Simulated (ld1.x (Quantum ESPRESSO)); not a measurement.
# Before and after: PAW potential for Au

ld1.x (Quantum ESPRESSO) 7.5 input, shortened:

```
&input
   title='Au', zed=79., rel=1, dft='PBE', iswitch=3,
   config='[Xe] 4f14 5d10 5f-2 6s1 6p0'
 /
 &inputp
   pseudotype=3, lpaw=.true., tm=.true., lloc=-1, rcloc=1.80,
   nlcc=.true., new_core_ps=.true., rcore=0.75,
   which_augfun='PSQ', rmatch_augfun_nc=.true.
 /
8
6S  1  0   1.00   0.00  2.35  2.80  0.0
6S  1  0   0.00   0.40  2.35  2.80  0.0
5P  2  1   6.00   0.00  1.85  2.15  0.0
6P  3  1   0.00   0.00  1.85  2.15  0.0
5D  3  2  10.00   0.00  1.20  1.65  0.0
5D  3  2   0.00   0.10  1.20  1.65  0.0
5F  4  3  -2.00   0.30  1.90  2.40  0.0
5F  4  3  -2.00   1.55  1.90  2.40  0.0
 &test
   configts(1)='5p6 5d10 6s1 6p0'
 /
```

All-electron outer shells of the reference configuration (PBE, scalar-relativistic, ld1.x):

```csv
shell,level (eV),outermost node (bohr),outermost maximum (bohr)
5s,-108.37,0.48,0.84
4f,-81.12,–,0.37
5p,-59.78,0.52,0.96
5d,-6.88,0.56,1.21
6s,-5.76,1.11,2.32
6p,-0.77,1.32,3.64
```

Change: all radii but the core radius scaled by about 0.86 (s 2.42, p 1.86, d 1.42, f 2.06 bohr, rcut 2.02/1.60/1.04/1.64); local potential all-electron potential smoothed inside 1.54 bohr (lloc = -1).

Cutoffs: the cutoffs (Ry, on a coarse ladder) from which the occupation-weighted sum of valence levels, in a spherical-Bessel basis at the reference potential, stays within 10 and 1 mRy of its value at 400 Ry; they do not see the model core or the augmentation charge, which bear on the density cutoff. Errors are all-electron minus pseudo energies relative to the spin-unpolarised reference configuration.

Task: What does the change do?

Result: Both files keep a bound ghost (s); of the 7 tests that both files solve, the error grows in 0 and shrinks in 7 by more than 15 % and 0.3 meV (median size 12.0 → 3.3 meV). Less of the atom is replaced, so other configurations are described better.

| quantity | base | changed |
| --- | --- | --- |
| cutoffs, loose and tight | 40 Ry, 70 Ry | not determined |
| bound ghosts | s | s (p not tested, overlap not positive) |
| error for 5p6 5d10 6s0 6p0, meV [ΔE 9.41 eV] | -3.9 | -3.3 |
| error for 5p6 5d9 6s0 6p0, meV [ΔE 30.62 eV] | +36 | -5.9 |
| error for 5p6 5d8 6s0 6p0, meV [ΔE 64.49 eV] | +111 | -1.8 |
| error for 5p6 5d9 6s1 6p1, meV [ΔE 7.50 eV] | -7.9 | +4.4 |
| error for 5p6 5d10 6s0.5 6p0, meV [ΔE 3.77 eV] | -1.6 | -1.3 |
| error for 5p5 5d10 6s1 6p0, meV [ΔE 66.11 eV] | -101 | -62 |
| error for 5p6 5d9 6s1 6p0, meV [ΔE 12.12 eV] | -12 | +1.3 |
| lowest overlap eigenvalue by channel | s 0.19, p 0.71, d 0.95, f 0.89 | s 0.23, p -0.24, d 0.66, f 0.93 |

Changed file: the overlap operator is not positive definite in a basis up to 400 Ry (lowest eigenvalue p -0.24), so the file is unfit for use: the generalised eigenproblem breaks down once the basis is large enough, and its test numbers describe a broken file. A true bound ghost makes a file unfit for plane-wave use even where its test errors are small: the radial tests pick states by their node count and pass the ghost by.
